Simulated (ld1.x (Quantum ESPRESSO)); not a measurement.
# LDA (PZ) ultrasoft dataset for scandium (Sc), scalar-relativistic all-electron reference.

ld1.x (Quantum ESPRESSO) 7.5 was run on this input:

```
&input
   title='Sc', zed=21., rel=1, dft='PZ', iswitch=3,
   config='[Ar] 3d1.5 4s1.5 4p0',
   nld=3, rlderiv=1.95, eminld=-6.0, emaxld=5.0, deld=0.02
 /
 &inputp
   pseudotype=3, tm=.true., lloc=-1, rcloc=1.35,
   nlcc=.false.,
   which_augfun='PSQ', rmatch_augfun=1.35,
   file_pseudopw='Sc.UPF', file_wfcaegen='ae.wfc', file_wfcncgen='nc.wfc', file_beta='beta', file_chi='chi', file_wfcusgen='us.wfc'
 /
6
3S  1  0   2.00   0.00  1.45  1.75  0.0
4S  2  0   1.50   0.00  1.45  1.75  0.0
3P  2  1   6.00   0.00  1.60  1.65  0.0
4P  3  1   0.00   0.00  1.60  1.65  0.0
3D  3  2   1.50   0.00  1.40  1.80  0.0
3D  3  2   0.00   2.60  1.40  1.80  0.0
 &test
   configts(1)='3s2 3p6 3d1.5 4s1.5 4p0'
 /
```

Command:

```bash
ld1.x < Sc.in > Sc.out
```

The program printed (shortened: banner, matrices, multipoles, cross overlaps and the repeated all-electron block are left out):

```
Program LD1 v.7.5
     --------------------------- All-electron run ----------------------------

     Sc
     scalar relativistic calculation

     atomic number is 21.00
     dft =PZ   lsd =0 sic =0 latt =0  beta=0.20 tr2=1.0E-14
     Exchange-correlation= PZ
                           (   1   1   0   0   0   0   0)
     mesh =1173 r(mesh) = 100.03074 a.u. xmin = -7.00 dx = 0.01250
     1 Ry =  13.60569312 eV, c = 137.03599908

     n l     nl                  e(Ry)          e(Ha)          e(eV)
     1 0     1S 1( 2.00)      -322.1803      -161.0901     -4383.4862
     2 0     2S 1( 2.00)       -34.6146       -17.3073      -470.9561
     2 1     2P 1( 6.00)       -28.3749       -14.1874      -386.0595
     3 0     3S 1( 2.00)        -3.8935        -1.9467       -52.9737
     3 1     3P 1( 6.00)        -2.3457        -1.1728       -31.9147
     3 2     3D 1( 1.50)        -0.1655        -0.0828        -2.2522
     4 0     4S 1( 1.50)        -0.2884        -0.1442        -3.9243
     4 1     4P 1( 0.00)        -0.0984        -0.0492        -1.3388

     final scf error:  4.0E-15 reached in  29 iterations

     Etot =   -1524.586501 Ry,    -762.293251 Ha,  -20743.056075 eV

     Ekin =    1535.241605 Ry,     767.620802 Ha,   20888.026143 eV
     Encl =   -3627.722316 Ry,   -1813.861158 Ha,  -49357.676567 eV
     Eh   =     642.210810 Ry,     321.105405 Ha,    8737.723198 eV
     Exc  =     -74.316600 Ry,     -37.158300 Ha,   -1011.128849 eV

     normalization and overlap integrals

     s(1S/1S) =  1.000000  <r> =   0.0732  <r2> =    0.0072  r(max) =   0.0476
     s(2S/2S) =  1.000000  <r> =   0.3446  <r2> =    0.1405  r(max) =   0.2845
     s(2P/2P) =  1.000000  <r> =   0.3081  <r2> =    0.1174  r(max) =   0.2329
     s(3S/3S) =  1.000000  <r> =   1.0811  <r2> =    1.3517  r(max) =   0.9328
     s(3P/3P) =  1.000000  <r> =   1.1791  <r2> =    1.6452  r(max) =   0.9685
     s(3D/3D) =  1.000000  <r> =   2.0769  <r2> =    6.1323  r(max) =   1.1252
     s(4S/4S) =  1.000000  <r> =   3.8100  <r2> =   16.7563  r(max) =   3.1361
     s(4P/4P) =  1.000000  <r> =   5.2596  <r2> =   32.4324  r(max) =   4.2333

     ------------------------ End of All-electron run ------------------------

     --------------------- Generating US pseudopotential ---------------------

      Generating local potential from pseudized AE potential:
      Matching radius rcloc =   1.3500

      Local pseudo, rcloc= 1.357 Estimated cut-off energy=    13.33 Ry
      Wfc-us  3S rcutus= 1.743  Estimated cut-off energy=    17.66 Ry
      Wfc-us  4S rcutus= 1.743  Estimated cut-off energy=    35.91 Ry
      Wfc-us  3P rcutus= 1.658  Estimated cut-off energy=    29.85 Ry
      Wfc-us  4P rcutus= 1.658  Estimated cut-off energy=    50.99 Ry
      Wfc-us  3D rcutus= 1.787  Estimated cut-off energy=    35.47 Ry
      Wfc-us  3D rcutus= 1.787  Estimated cut-off energy=    65.44 Ry

     Q pseudized with Bessel functions
     Expected ecutrho=     679.8405 due to l1=  0   l2=  2

     ------------------- End of pseudopotential generation -------------------

     Computing logarithmic derivative in   1.93818
     Computing logarithmic derivative in   1.93818
     Computing the partial wave expansion
     R is outside the sphere for l=    0 j= 0.00
     R is outside the sphere for l=    0 j= 0.00
     R is outside the sphere for l=    1 j= 0.00
     R is outside the sphere for l=    1 j= 0.00
     R is outside the sphere for l=    2 j= 0.00
     R is outside the sphere for l=    2 j= 0.00

     ---------------------- Testing the pseudopotential ----------------------

     Sc
     scalar relativistic calculation

     atomic number is 21.00   valence charge is 11.00
     dft =PZ   lsd =0 sic =0 latt =0  beta=0.20 tr2=1.0E-14
     mesh =1173 r(mesh) = 100.03074 xmin = -7.00 dx = 0.01250

     n l     nl             e AE (Ry)        e PS (Ry)    De AE-PS (Ry)
     1 0     3S   1( 2.00)       -3.89349       -3.89348       -0.00002
     2 1     3P   1( 6.00)       -2.34569       -2.34567       -0.00001
     3 2     3D   1( 1.50)       -0.16554       -0.16553       -0.00001
     2 0     4S   1( 1.50)       -0.28843       -0.28843       -0.00000
     3 1     4P   1( 0.00)       -0.09840       -0.09840       -0.00000

     eps = 3.9E-16  iter =  6

     Etot =   -1524.586501 Ry,    -762.293251 Ha,  -20743.056075 eV
     Etotps =   -93.770802 Ry,     -46.885401 Ha,   -1275.816752 eV

     Ekin =      31.905872 Ry,      15.952936 Ha,     434.101510 eV
     Encl =    -200.094666 Ry,    -100.047333 Ha,   -2722.426622 eV
     Ehrt =      74.880999 Ry,      37.440500 Ha,    1018.807897 eV
     Ecxc =     -11.735408 Ry,      -5.867704 Ha,    -159.668361 eV
     Epseu=      11.272401 Ry,       5.636200 Ha,     153.368824 eV

     ---------------------- End of pseudopotential test ----------------------
```

The ghost test of this file was not conclusive. Its overlap operator is not positive definite in a basis up to 400 Ry (lowest eigenvalue p -0.19), so the file is unfit for use: the generalised eigenproblem breaks down once the basis is large enough, and its test numbers describe a broken file.

Generation and configuration tests took about 1.9 s on one core of a shared server CPU.
